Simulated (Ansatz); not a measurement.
The lowest singlet and triplet of SO2 (SMILES O=S=O); geometries from B3LYP-D3(BJ)/def2-TZVP, each state relaxed from the structure named, with no frequency check.
Singlet (charge 0, multiplicity 1):
```xyz
3

O     -1.2305    -0.3924     0.0000
S     -0.0079     0.3657     0.0000
O      1.2463    -0.3390     0.0000
```
Triplet (charge 0, multiplicity 3):
```xyz
3

O     -1.32641    -0.37202     0.00000
S     -0.00743     0.34312     0.00000
O      1.34128    -0.31422     0.00000
```

| level | gap E(singlet) − E(triplet), adiabatic (eV) | cost |
|---|---|---|
| R-HF/cc-pV(D+d)Z | -2.147 | - |
| U-HF/cc-pV(D+d)Z (spin-contaminated) | -2.157 | - |
| R-HF/cc-pV(Q+d)Z | -2.440 | - |
| U-HF/cc-pV(Q+d)Z | -2.441 | - |
| R-SVWN5/def2-TZVPP | -3.006 | ×0.5 |
| U-SVWN5/def2-TZVPP | -3.006 | ×0.5 |
| R-PBE/def2-TZVPP | -2.755 | ×1 |
| U-PBE/def2-TZVPP | -2.755 | ×1 |
| U-B3LYP/def2-TZVPP | -2.856 | ×0.6 |
| R-PBE0/def2-TZVPP | -2.850 | ×0.6 |
| U-PBE0/def2-TZVPP | -2.850 | ×0.7 |
| R-BHLYP/def2-TZVPP | -2.922 | ×0.9 |
| U-BHLYP/def2-TZVPP | -2.922 | ×1 |
| R-wB97X-V/def2-TZVPP | -3.037 | ×2 |
| U-wB97M-V/def2-TZVPP | -3.193 | ×3 |
| R-B2PLYP/def2-TZVPP | -3.024 | ×1 |
| R-MP2/cc-pV(D+d)Z | -4.665 | - |
| R-MP2/cc-pV(T+d)Z | -4.983 | - |
| U-MP2/cc-pV(T+d)Z | -4.934 | - |
| R-MP2/cc-pV(Q+d)Z | -5.083 | - |
| U-MP2/cc-pV(Q+d)Z | -5.052 | - |
| R-SCS-MP2/cc-pV(D+d)Z | -4.502 | - |
| U-SCS-MP2/cc-pV(D+d)Z (spin-contaminated) | -4.210 | - |
| R-SCS-MP2/cc-pV(T+d)Z | -4.819 | - |
| U-SCS-MP2/cc-pV(T+d)Z | -4.768 | - |
| R-SCS-MP2/cc-pV(Q+d)Z | -4.920 | - |
| U-SCS-MP2/cc-pV(Q+d)Z | -4.889 | - |
| U-CCSD/cc-pV(D+d)Z (spin-contaminated) | -3.641 | - |
| R-CCSD/cc-pV(T+d)Z | -3.875 | - |
| R-CCSD/cc-pV(Q+d)Z | -3.937 | - |
| U-CCSD(T)/cc-pV(D+d)Z (spin-contaminated) | -3.807 | ×1 |
| R-CCSD(T)/cc-pV(T+d)Z | -4.070 | ×3 |
| U-CCSD(T)/cc-pV(Q+d)Z | -4.135 | ×50 |
| SA-CASSCF(12,9)/cc-pV(T+d)Z | -3.585 | - |
| SC-NEVPT2 on SA-CASSCF(12,9)/cc-pV(T+d)Z | -3.204 | - |
| SC-NEVPT2 on SA-CASSCF(12,9)/cc-pV(Q+d)Z | -3.242 | - |
| FIC-NEVPT4(SD) on SA-CASSCF(12,9)/cc-pV(T+d)Z | -3.210 | - |
| FIC-MRCISD+Q on SA-CASSCF(12,9)/cc-pV(D+d)Z | -3.034 | - |
| FIC-MRCISD+Q on SA-CASSCF(12,9)/cc-pV(T+d)Z | -3.273 | - |
| FIC-MRCISD+Q on SA-CASSCF(12,9)/cc-pV(Q+d)Z | -3.331 | - |

The rows run from -5.083 (R-MP2/cc-pV(Q+d)Z) to -2.147 eV (R-HF/cc-pV(D+d)Z). In cc-pV(Q+d)Z the value moves U-HF -2.441, U-MP2 -5.052, U-CCSD(T) -4.135, a shift of -1.694 from U-HF to U-CCSD(T). From cc-pV(T+d)Z to cc-pV(Q+d)Z U-MP2 changes by -0.119. The 6 R-functionals in def2-TZVPP without D3 or D4 span 0.282, from R-wB97X-V to R-PBE.

A positive gap puts the triplet lower; no zero-point energy. R- takes a restricted singlet. U- takes an unrestricted singlet (broken symmetry where lower, unprojected). The triplet is unrestricted in single-reference levels. Active spaces average the two states. CCSD(T) and the multireference levels part by over 6 kcal/mol here: they may describe different states of a spin, or one family misses.

Correlated levels freeze the cores.

Doubts at one or more of the structures used: a restricted determinant that unrestricted orbitals would lower (R-HF/cc-pV(D+d)Z, R-HF/cc-pV(Q+d)Z, R-MP2/cc-pV(D+d)Z, R-MP2/cc-pV(T+d)Z, R-MP2/cc-pV(Q+d)Z, R-SCS-MP2/cc-pV(D+d)Z, R-SCS-MP2/cc-pV(T+d)Z, R-SCS-MP2/cc-pV(Q+d)Z, R-CCSD/cc-pV(T+d)Z, R-CCSD/cc-pV(Q+d)Z, R-CCSD(T)/cc-pV(T+d)Z).

Programs: Ansatz (Gaussian orbitals). Each number belongs to the level named beside it.

Costs are rough ratios of core time to R-PBE/def2-TZVPP (about 4 s over the structures, on one shared machine); a dash marks a level with no comparable run of its own. 

Measured: singlet 1A1 below triplet by 25766.9 cm-1 = 73.7 kcal/mol (with zero-point energy) [NIST CCCBDB].

Ansatz is an electronic-structure program.
